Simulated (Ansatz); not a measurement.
C₂H₁₀Si₃, SMILES `C[SiH2]C1[SiH2][SiH2]1`, relaxed with RKS PBE-D4/def2-SVP in the Gaussian-basis code of Ansatz from a rough embedded geometry. The force threshold is 0.03 eV/Å; the program also tests the step.

Total charge 0; spin multiplicity 1.

Start:

```xyz
15

C     0.473   -1.228   -1.682
Si    0.235    0.528   -1.301
C    -0.203    0.966    0.501
Si   -1.695    0.311    1.075
Si    1.001    0.456    1.653
H     1.261   -1.695   -1.025
H    -0.456   -1.811   -1.415
H     0.679   -1.402   -2.681
H     1.508    1.271   -1.634
H    -0.822    1.074   -2.157
H    -0.260    2.075    0.499
H    -2.174    0.770    2.388
H    -1.736   -1.291    1.051
H     1.324   -1.017    1.700
H     0.866    0.992    3.027
```

(1) By how much does the energy fall, and how many steps does the optimiser take? (Estimate.)

(2) Which bonds change most? (Best estimate.)

(3) Give the relaxed structure. (Best estimate.)

Answers

(1) Ansatz gave: 133.20 kJ/mol, in 24 steps, 1 of them rejected.

(2) Ansatz gave: Si5–H13 from 3.302 to 1.667 Å; C3–Si4 from 1.728 to 2.008 Å; Si4–Si5 from 2.761 to 2.535 Å; C3–Si5 from 1.743 to 1.845 Å.

(3) Computed: 
```xyz
15

C     0.408   -1.240   -1.678
Si    0.291    0.628   -1.405
C    -0.251    1.011    0.362
Si   -1.941    0.089    0.933
Si    0.448    0.059    1.779
H     1.208   -1.691   -1.057
H    -0.553   -1.734   -1.422
H     0.634   -1.465   -2.740
H     1.624    1.274   -1.699
H    -0.718    1.217   -2.360
H    -0.284    2.098    0.574
H    -2.105    0.964    2.200
H    -0.885   -0.933    1.918
H     1.442   -1.032    1.510
H     0.681    0.754    3.081
```
